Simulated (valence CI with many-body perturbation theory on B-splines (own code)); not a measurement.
## Level structure of Xe22+

Level of theory: configuration interaction combined with many-body perturbation theory (CI+MBPT): four valence electrons over a frozen Dirac-Fock core [Ar] 3d10, radial functions for each j: 11 s, 11 p, 10 d, 8 f, 5 g, 2 h, with the one-electron correlation potential Σ1, the two-electron term Σ2, the three-electron term Σ3, Breit, model QED; selected CI, second order for the rest, scaled by the run's own slope (own B-spline code, finite nucleus).

No measured levels were compared; by estimate levels hold to about 250 cm⁻¹ or 0.2 % of their energy and the worst to 1 %, as in measured heavy ions of charge 2 to 7; those with d or f electrons hold less well. Among the levels kept, up to 470 cm⁻¹ of a level comes from second order outside the variational space, and about a tenth of that is noise between levels of different J, which matters for small intervals.

Levels 136 to 180 of 186, with energies above the lowest level, 4s2 4p2 3P_0. "Leading %" is the weight of the configuration and term that name the level; weights of strongly mixed levels are sums over their largest components and can fall short. In the jj column 3d3/2^4 stands for four electrons in 3d with j = 3/2. Lifetimes count E1, E2, E3, M1 and M2 decay at the calculated energies, and are blank where another channel may lead or the interval is too uncertain; long ones can be off by a factor of two.

```csv
No.,Configuration,Term,J,E (cm⁻¹),Leading %,Leading jj,Lifetime,Second component
136,4p3 4d,3D°,2,2016800,28,4p1/2 4p3/2^2 4d5/2 (48 %),6.77 ps,28 % 4p3 4d 3F°
137,4p3 4d,3S°,1,2018000,41,4p1/2 4p3/2^2 4d5/2 (64 %),4.48 ps,26 % 4p3 4d 1P°
138,4s 4p 4d2,5G°,4,2018700,31,4s 4p1/2^2 4f7/2 (44 %),20.3 ps,21 % 4s 4p2 4f 5G°
139,4p3 4d,3F°,3,2026200,48,4p1/2 4p3/2^2 4d5/2 (55 %),6.97 ps,15 % 4p3 4d 1F°
140,4p3 4d,1F°,3,2028800,34,4p1/2 4p3/2^2 4d5/2 (48 %),9.27 ps,14 % 4p3 4d 3D°
141,4s 4p 4d2,5G°,4,2036600,39,4s 4p1/2 4d3/2 4d5/2 (45 %),9.72 ps,13 % 4s 4p2 4f 5D°
142,4s 4p2 4f,5G°,2,2036900,29,4s 4p1/2^2 4f5/2 (50 %),4.36 ps,22 % 4s 4p 4d2 5G°
143,4s 4p 4d2,5G°,3,2037200,16,4s 4p1/2 4d3/2 4d5/2 (30 %),5.46 ps,11 % 4p3 4d 1F°
144,4p3 4d,3D°,2,2051200,17,4p1/2 4p3/2^2 4d5/2 (44 %),3.96 ps,15 % 4p3 4d 1D°
145,4s 4p2 4f,3G°,3,2052800,19,4s 4p1/2^2 4f7/2 (28 %),11.2 ps,6 % 4s 4p 4d2 3F°
146,4s 4p 4d2,5D°,0,2056000,91,4s 4p1/2 4d3/2^2 (50 %),5.63 ps,5 % 4s 4p 4d2 3P°
147,4s 4p 4d2,5D°,1,2056800,63,4s 4p1/2 4d3/2 4d5/2 (73 %),6.49 ps,12 % 4s 4p 4d2 3D°
148,4s 4p 4d2,5D°,2,2060300,25,4s 4p1/2 4d3/2 4d5/2 (36 %),4.79 ps,15 % 4s 4p2 4f 5G°
149,4s 4p 4d2,5G°,5,2062200,56,4s 4p1/2 4d3/2 4d5/2 (31 %),19.9 ps,13 % 4s 4p2 4f 5G°
150,4p3 4d,3D°,1,2063100,31,4p1/2 4p3/2^2 4d3/2 (56 %),2.86 ps,22 % 4p3 4d 1P°
151,4s 4p 4d2,5F°,1,2076700,46,4s 4p1/2 4d3/2^2 (43 %),3.37 ps,20 % 4s 4p 4d2 5P°
152,4s 4p 4d2,3H°,4,2078900,35,4s 4p1/2 4d3/2 4d5/2 (37 %),22.2 ps,14 % 4s 4p 4d2 3G°
153,4s 4p 4d2,5D°,3,2080500,19,4s 4p1/2 4d3/2 4d5/2 (30 %),5.15 ps,16 % 4s 4p2 4f 3G°
154,4s 4p 4d2,5P°,1,2085400,41,4s 4p1/2 4d3/2^2 (40 %),4.03 ps,20 % 4s 4p 4d2 5D°
155,4s 4p 4d2,5D°,2,2088000,29,4s 4p1/2 4d3/2 4d5/2 (34 %),3.50 ps,26 % 4s 4p 4d2 5F°
156,4s 4p 4d2,5D°,4,2091400,22,4s 4p1/2 4d5/2^2 (39 %),8.93 ps,10 % 4s 4p 4d2 3H°
157,4p3 4d,3F°,4,2097100,33,4p3/2^3 4d5/2 (55 %),13.1 ps,11 % 4s 4p 4d2 3H°
158,4s 4p 4d2,3F°,2,2097600,39,4s 4p1/2 4d3/2 4d5/2 (26 %),5.59 ps,9 % 4s 4p 4d2 5F°
159,4s 4p 4d2,3H°,5,2098300,27,4s 4p1/2 4d3/2 4d5/2 (33 %),26.4 ps,18 % 4s 4p 4d2 3G°
160,4s 4p 4d2,5D°,3,2105100,24,4s 4p1/2 4d3/2 4d5/2 (46 %),4.23 ps,15 % 4s 4p 4d2 5F°
161,4p3 4d,3P°,0,2107100,70,4p3/2^3 4d3/2 (74 %),2.90 ps,12 % 4s 4p 4d2 3P°
162,4p3 4d,3P°,2,2108600,37,4p3/2^3 4d5/2 (72 %),13.5 ps,15 % 4p3 4d 1D°
163,4p3 4d,3P°,1,2112800,21,4p3/2^3 4d3/2 (44 %),3.88 ps,11 % 4s 4p 4d2 3D°
164,4s 4p2 4f,5G°,6,2115400,40,4s 4p1/2 4p3/2 4f7/2 (50 %),101 ps,34 % 4s 4p 4d2 5G°
165,4s 4p 4d2,5D°,3,2117300,19,4s 4p1/2 4d3/2 4d5/2 (26 %),6.05 ps,14 % 4s 4p2 4f 5G°
166,4s 4p2 4f,5G°,5,2118900,37,4s 4p1/2 4p3/2 4f7/2 (63 %),5.74 ps,24 % 4s 4p2 4f 5F°
167,4s 4p2 4f,3D°,2,2120000,15,4s 4p1/2 4p3/2 4f5/2 (35 %),4.18 ps,12 % 4s 4p 4d2 5D°
168,4s 4p 4d2,5F°,3,2122100,18,4s 4p1/2 4p3/2 4f5/2 (24 %),4.28 ps,17 % 4s 4p2 4f 5D°
169,4s 4p 4d2,5P°,2,2122800,37,4s 4p1/2 4d3/2 4d5/2 (48 %),3.70 ps,15 % 4s 4p 4d2 5D°
170,4s 4p2 4f,5G°,4,2123100,36,4s 4p1/2 4p3/2 4f5/2 (48 %),5.39 ps,7 % 4s 4p 4d2 3F°
171,4s 4p 4d2,3D°,1,2124400,31,4s 4p1/2 4p3/2 4f5/2 (31 %),5.50 ps,26 % 4s 4p2 4f 5F°
172,4s 4p 4d2,5F°,4,2128000,18,4s 4p1/2 4p3/2 4f7/2 (30 %),3.75 ps,16 % 4s 4p2 4f 5D°
173,4s 4p 4d2,3G°,3,2128400,18,4s 4p1/2 4d3/2 4d5/2 (22 %),7.52 ps,8 % 4s 4p 4d2 3F°
174,4s 4p2 4f,5F°,2,2132100,23,4s 4p1/2 4d5/2^2 (24 %),5.21 ps,10 % 4s 4p2 4f 5D°
175,4s 4p2 4f,5F°,1,2132900,35,4s 4p1/2 4p3/2 4f5/2 (54 %),3.60 ps,15 % 4s 4p2 4f 5D°
176,4p3 4d,1F°,3,2137800,24,4p3/2^3 4d3/2 (30 %),3.25 ps,8 % 4s 4p2 4f 3D°
177,4s 4p2 4f,5D°,0,2144800,52,4s 4p1/2 4p3/2 4f5/2 (46 %),6.13 ps,30 % 4s 4p 4d2 5D°
178,4s 4p2 4f,5D°,2,2146400,16,4p3/2^3 4d3/2 (26 %),4.09 ps,10 % 4s 4p 4d2 5F°
179,4p3 4d,1F°,3,2146800,21,4p3/2^3 4d5/2 (50 %),8.10 ps,17 % 4p3 4d 3D°
180,4s 4p2 4f,5D°,1,2148300,33,4s 4p1/2 4p3/2 4f5/2 (50 %),5.45 ps,21 % 4s 4p2 4f 5F°
```

Names give the largest LS component (configuration and term), which can be under half, so a name can repeat, a term be missing and a line seem to break the LS rules; names also repeat where a configuration has a term twice.

Where two levels of one J and parity lie close, their mixing, g and order are uncertain.
